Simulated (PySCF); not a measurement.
H₄N (SMILES [NH4+]), charge +1, singlet, at a GFN2-xTB geometry, with bond 5-1 at 2.2 times its length; PBE/def2-SVP (PySCF).

PySCF was given this input:
```python
from pyscf import gto, scf, dft

mol = gto.M(
    atom='''
N     0.000000   -0.000000    0.000000
H    -0.007295    0.966032   -0.356032
H     0.836383   -0.488240   -0.349447
H    -0.844712   -0.491516   -0.323888
H     0.034372    0.030194    2.264607
''',
    basis='def2-svp',
    charge=1,
    spin=0,
    verbose=4,
)

mf = dft.RKS(mol)
mf.xc = 'pbe'
mf.kernel()
mo_i, mo_e, stable_i, stable_e = mf.stability(internal=True, external=True, return_status=True, nroots=6, tol=1e-6)
print('internally stable:', stable_i, ' externally stable:', stable_e)
if not stable_e:
    umf = mf.to_uhf() if not hasattr(mf, 'xc') else mf.to_uks()
    umf.scf_summary = {}
    umf.kernel(umf.make_rdm1(mo_e, umf.mo_occ))
mf.analyze()
```

What the program printed (banner, timings and long lists left out):

```
PySCF version 2.14.0

[INPUT] verbose = 4
[INPUT] num. atoms = 5
[INPUT] num. electrons = 10
[INPUT] charge = 1
[INPUT] spin (= nelec alpha-beta = 2S) = 0
[INPUT] symmetry False subgroup None
[INPUT] Mole.unit = angstrom
[INPUT] Symbol           X                Y                Z      unit          X                Y                Z       unit  Magmom
[...]
nuclear repulsion = 13.9435217849053
number of shells = 18
number of NR pGTOs = 52
number of NR cGTOs = 34
basis = def2-svp
ecp = {}

******** <class 'pyscf.dft.rks.RKS'> ********
method = RKS
initial guess = minao
damping factor = 0
level_shift factor = 0
DIIS = <class 'pyscf.scf.diis.CDIIS'>
diis_start_cycle = 1
diis_space = 8
diis_damp = 0
SCF conv_tol = 1e-09
SCF conv_tol_grad = None
SCF max_cycles = 50
direct_scf = True
direct_scf_tol = 1e-13
XC library pyscf.dft.libxc version 7.1.2
    S. Lehtola, C. Steigemann, M. J. T. Oliveira, and M. A. L. Marques,  SoftwareX 7, 1–5 (2018)
XC functionals = pbe
    J. P. Perdew, K. Burke, and M. Ernzerhof,  Phys. Rev. Lett. 77, 3865 (1996)
    J. P. Perdew, K. Burke, and M. Ernzerhof,  Phys. Rev. Lett. 78, 1396 (1997)
    J. P. Perdew, K. Burke, and M. Ernzerhof,  Phys. Rev. Lett. 77, 3865 (1996)
    J. P. Perdew, K. Burke, and M. Ernzerhof,  Phys. Rev. Lett. 78, 1396 (1997)
radial grids:
    Treutler-Ahlrichs [JCP 102, 346 (1995); DOI:10.1063/1.469408] (M4) radial grids

becke partition: Becke, JCP 88, 2547 (1988); DOI:10.1063/1.454033
pruning grids: <function nwchem_prune>
grids dens level: 3
symmetrized grids: False
atomic radii adjust function: <function treutler_atomic_radii_adjust>
small_rho_cutoff = 0
Set gradient conv threshold to 3.16228e-05
Initial guess from minao.
tot grids = 53136
init E= -56.7705214996887
cycle= 1 E= -56.5464668920093  delta_E= 0.224  |g|= 0.314  |ddm|= 1.71
cycle= 2 E= -55.7779143051345  delta_E= 0.769  |g|= 1.21  |ddm|= 1.55
cycle= 3 E= -56.6021809673908  delta_E= -0.824  |g|= 0.0321  |ddm|=  1.3
cycle= 4 E= -56.6015457307685  delta_E= 0.000635  |g|= 0.0514  |ddm|= 0.113
cycle= 5 E= -56.6029284161871  delta_E= -0.00138  |g|= 0.00581  |ddm|= 0.0582
cycle= 6 E= -56.6029192200262  delta_E= 9.2e-06  |g|= 0.00662  |ddm|= 0.00431
cycle= 7 E= -56.602932035416  delta_E= -1.28e-05  |g|= 0.00382  |ddm|= 0.00297
cycle= 8 E= -56.6029380102248  delta_E= -5.97e-06  |g|= 0.000638  |ddm|= 0.00323
cycle= 9 E= -56.6029381646066  delta_E= -1.54e-07  |g|= 0.000181  |ddm|= 0.000447
cycle= 10 E= -56.6029381785379  delta_E= -1.39e-08  |g|= 4.01e-06  |ddm|= 0.00018
cycle= 11 E= -56.6029381785448  delta_E= -6.98e-12  |g|= 8.92e-08  |ddm|= 4.33e-06
Extra cycle  E= -56.6029381785449  delta_E= -8.53e-14  |g|= 5.35e-07  |ddm|= 5.75e-07
converged SCF energy = -56.6029381785449
rhf_internal: lowest eigs of H = [1.01826264 1.01826357 1.55363241 1.81249449 1.85182607 1.85182726]
<class 'pyscf.dft.rks.RKS'> wavefunction is stable in the internal stability analysis

WARN: QR decomposition removed 1 vectors.

rhf_real2complex: lowest eigs of H = [0.10007975 0.23861064 0.23861091 0.38318173 0.45286238 0.47348343]
<class 'pyscf.dft.rks.RKS'> wavefunction is stable in the real -> complex stability analysis
rhf_external: lowest eigs of H = [-0.04135698  0.21603709  0.21603738  0.35786548  0.42301694  0.42301721]
<class 'pyscf.dft.rks.RKS'> wavefunction has an RHF/RKS -> UHF/UKS instability
internally stable: True  externally stable: False

******** <class 'pyscf.dft.uks.UKS'> ********
method = UKS
initial guess = minao
damping factor = 0
level_shift factor = 0
DIIS = <class 'pyscf.scf.diis.CDIIS'>
diis_start_cycle = 1
diis_space = 8
diis_damp = 0
SCF conv_tol = 1e-09
SCF conv_tol_grad = None
SCF max_cycles = 50
direct_scf = True
direct_scf_tol = 1e-13
number electrons alpha = 5  beta = 5
XC library pyscf.dft.libxc version 7.1.2
    S. Lehtola, C. Steigemann, M. J. T. Oliveira, and M. A. L. Marques,  SoftwareX 7, 1–5 (2018)
XC functionals = pbe
    J. P. Perdew, K. Burke, and M. Ernzerhof,  Phys. Rev. Lett. 77, 3865 (1996)
    J. P. Perdew, K. Burke, and M. Ernzerhof,  Phys. Rev. Lett. 78, 1396 (1997)
    J. P. Perdew, K. Burke, and M. Ernzerhof,  Phys. Rev. Lett. 77, 3865 (1996)
    J. P. Perdew, K. Burke, and M. Ernzerhof,  Phys. Rev. Lett. 78, 1396 (1997)
radial grids:
    Treutler-Ahlrichs [JCP 102, 346 (1995); DOI:10.1063/1.469408] (M4) radial grids

becke partition: Becke, JCP 88, 2547 (1988); DOI:10.1063/1.454033
pruning grids: <function nwchem_prune>
grids dens level: 3
symmetrized grids: False
atomic radii adjust function: <function treutler_atomic_radii_adjust>
small_rho_cutoff = 0
Set gradient conv threshold to 3.16228e-05
init E= -56.5207226937323
cycle= 1 E= -56.1818959992886  delta_E= 0.339  |g|= 0.711  |ddm|= 1.05
cycle= 2 E= -55.6443745690212  delta_E= 0.538  |g|= 1.39  |ddm|= 1.43
cycle= 3 E= -56.448962340087  delta_E= -0.805  |g|= 0.362  |ddm|= 0.739
cycle= 4 E= -56.5287729031738  delta_E= -0.0798  |g|= 0.315  |ddm|= 0.785
cycle= 5 E= -56.5265120907677  delta_E= 0.00226  |g|= 0.316  |ddm|= 0.0462
cycle= 6 E= -56.5262270841848  delta_E= 0.000285  |g|= 0.316  |ddm|= 0.000646
cycle= 7 E= -56.5342004175615  delta_E= -0.00797  |g|=  0.3  |ddm|= 0.0297
cycle= 8 E= -56.5615033027237  delta_E= -0.0273  |g|= 0.232  |ddm|= 0.193
cycle= 9 E= -56.5270837413119  delta_E= 0.0344  |g|= 0.308  |ddm|= 0.145
cycle= 10 E= -56.5892707121852  delta_E= -0.0622  |g|= 0.139  |ddm|= 0.208
cycle= 11 E= -56.6039351552097  delta_E= -0.0147  |g|= 0.0357  |ddm|= 0.106
cycle= 12 E= -56.6055100416771  delta_E= -0.00157  |g|= 0.00866  |ddm|= 0.0561
cycle= 13 E= -56.6054108612444  delta_E= 9.92e-05  |g|= 0.0091  |ddm|= 0.00682
cycle= 14 E= -56.6052607967207  delta_E= 0.00015  |g|= 0.01  |ddm|= 0.00904
cycle= 15 E= -56.6054074893267  delta_E= -0.000147  |g|= 0.00898  |ddm|= 0.00886
cycle= 16 E= -56.6055736887884  delta_E= -0.000166  |g|= 0.00916  |ddm|= 0.011
cycle= 17 E= -56.5898539640952  delta_E= 0.0157  |g|= 0.0882  |ddm|= 0.405
cycle= 18 E= -56.6067870739711  delta_E= -0.0169  |g|= 0.0128  |ddm|= 0.234
cycle= 19 E= -56.6066848419273  delta_E= 0.000102  |g|= 0.0136  |ddm|= 0.0942
cycle= 20 E= -56.6070844046081  delta_E= -0.0004  |g|= 0.00313  |ddm|= 0.0429
cycle= 21 E= -56.6071059985039  delta_E= -2.16e-05  |g|= 0.000623  |ddm|= 0.0147
cycle= 22 E= -56.6071069004735  delta_E= -9.02e-07  |g|= 9.76e-05  |ddm|= 0.00218
cycle= 23 E= -56.6071069167645  delta_E= -1.63e-08  |g|= 1.55e-05  |ddm|= 0.000253
cycle= 24 E= -56.6071069170998  delta_E= -3.35e-10  |g|= 2.73e-06  |ddm|= 2.99e-05
Extra cycle  E= -56.607106916972  delta_E= 1.28e-10  |g|= 1.31e-05  |ddm|= 1.93e-05
converged SCF energy = -56.607106916972  <S^2> = 0.34619679  2S+1 = 1.5442756
**** SCF Summaries ****
Total Energy =                         -56.602938178544925
Nuclear Repulsion Energy =              13.943521784905251
One-electron Energy =                 -100.639165847411078
Two-electron Energy =                   30.092705883960900
Two-electron Coulomb Energy =           37.945835806866789
DFT Exchange-Correlation Energy =       -7.853129922905889
**** MO energy ****
[...]
 ** Mulliken pop on meta-lowdin orthogonal AOs  **
 ** Mulliken pop  **
[...]
 ** Mulliken atomic charges  **
charge of    0N =     -0.27375
charge of    1H =      0.29186
charge of    2H =      0.29186
charge of    3H =      0.29186
charge of    4H =      0.39817

WARN: System has nonzero charge 1; the dipole moment is origin-dependent.
Location of origin: [0. 0. 0.]

Dipole moment(X, Y, Z, Debye):  0.04306,  0.03783,  2.83730
```
